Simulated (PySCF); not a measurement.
CaO₂, SMILES [O]1[Ca][O]1. The structure is a stationary point at PBE0-D3(BJ)/def2-TZVP.

Give the equilibrium geometry at PBE0-D3(BJ)/def2-TZVP (PySCF confirms it by a frequency run) as a Z-matrix, and its point group. (The exact figures need the calculation; the answer reports its results.)

point group C2v.
```
O
O 1 1.4848
Ca 1 1.9653 2 67.81
```
